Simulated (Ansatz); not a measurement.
Reactions of `F[SiH2]B[SiH3]`.

Program: Ansatz. Geometries: PBE0-D4/def2-TZVP. ΔE: electronic, gas phase. CBS: MP2 limit from def2 TZ/QZ plus the TZ coupled-cluster correction, frozen cores. This one scheme is used for every species. One conformer a species, not always the lowest.

Task: Order these by ΔE at CCSD(T)/CBS, lowest first. (Best estimate.)
A. `F[SiH2]B[SiH3]` + HCl → `[SiH3]BCl` + `F[SiH3]`
B. `F[SiH2]B[SiH3]` + `S[SiH2]Cl` → `[SiH3]S[SiH2]Cl` + `B[SiH2]F`
C. `F[SiH2]B[SiH3]` + CH₃SH → `CSB[SiH3]` + `F[SiH3]`
D. `F[SiH2]B[SiH3]` + `CNC` → `CN(C)B[SiH3]` + `F[SiH3]`
E. `F[SiH2]B[SiH3]` + `OCO` → `OCOB[SiH3]` + `F[SiH3]`

Result: D (-180.2 kJ/mol), E (-149.0 kJ/mol), C (-132.9 kJ/mol), A (-110.3 kJ/mol), B (-71.9 kJ/mol).

Largest T1 diagnostic: 0.015, for `CSB[SiH3]`.
